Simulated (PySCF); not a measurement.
# Si3H6O4

The system: Si3H6O4, a molecule; neutral, singlet. The structure, one conformer, was relaxed in the gas phase by PBE0-D3(BJ)/def2-SVP. No frequency run checks that it is a minimum.

SMILES: O[SiH]1O[SiH2]O[SiH2]O1

Coordinates in Å:
```
O1     -0.728    0.528    1.132
Si2    -1.464    1.147   -0.223
O3     -0.750    0.433   -1.545
Si4     0.458   -0.701   -1.677
O5      0.935   -1.096   -0.135
Si6     0.435   -0.632    1.379
O7      1.682   -0.046    2.271
H8     -2.912    0.817   -0.205
H9     -1.243    2.615   -0.276
H10     1.608   -0.115   -2.414
H11    -0.066   -1.909   -2.365
H12    -0.108   -1.776    2.130
H13     2.162    0.716    1.934
```

Shieldings: GIAO PBE0/pcSseg-1. Shifts are against computed references at the same level: H TMS (σ 31.27 ppm), Si TMS (σ 352.0 ppm). Core levels by delta-SCF with SCAN, pcX-2 on the ionised atom and pcseg-1 elsewhere, spin-free X2C (2p3/2 is the spin-free 2p value less a third of a first-order spin-orbit splitting); from the vacuum level, for chosen atoms.

Q: Give the shieldings and core levels atom by atom.

A: 
```json
{"atoms": "O1 O5", "bonded to": "2 Si", "σ (ppm)": "230.5", "δ (ppm)": "-", "core level (eV)": "1s 538.20"}
{"atoms": "Si2 Si4", "bonded to": "2 O + 2 H", "σ (ppm)": "384.9", "δ (ppm)": "-32.9", "core level (eV)": "2p3/2 108.28"}
{"atoms": "O3", "bonded to": "2 Si", "σ (ppm)": "252.0", "δ (ppm)": "-", "core level (eV)": "1s 538.19"}
{"atoms": "Si6", "bonded to": "3 O + 1 H", "σ (ppm)": "415.1", "δ (ppm)": "-63.1", "core level (eV)": "2p3/2 108.53"}
{"atoms": "O7", "bonded to": "1 Si + 1 H", "σ (ppm)": "264.9", "δ (ppm)": "-", "core level (eV)": "1s 538.97"}
{"atoms": "H8 H11", "bonded to": "1 Si", "σ (ppm)": "26.09", "δ (ppm)": "5.18", "core level (eV)": "-"}
{"atoms": "H9 H10", "bonded to": "1 Si", "σ (ppm)": "26.12", "δ (ppm)": "5.15", "core level (eV)": "-"}
{"atoms": "H12", "bonded to": "1 Si", "σ (ppm)": "26.86", "δ (ppm)": "4.40", "core level (eV)": "-"}
{"atoms": "H13", "bonded to": "1 O", "σ (ppm)": "29.02", "δ (ppm)": "2.25", "core level (eV)": "-"}
```

Values are those of this one static structure; atoms that internal rotation interchanges would show their mean in an NMR spectrum.

Q: Which of Si2, Si6 holds its core electrons tightest, and by how much against the loosest?

A: Si6 (bonded to 3 O + 1 H), by 0.25 eV over Si2 (bonded to 2 O + 2 H).

Q: By CAM-B3LYP/def2-SVPD (TDDFT singlets, Tamm-Dancoff triplets, ionisation by delta-SCF), where does absorption start, and what does vertical ionisation take?

A: The lowest singlet lies at 7.61 eV (f 0.011), the strongest of the first 6 at 8.68 eV (f 0.114), the lowest triplet at 7.25 eV; vertical ionisation takes 10.87 eV.
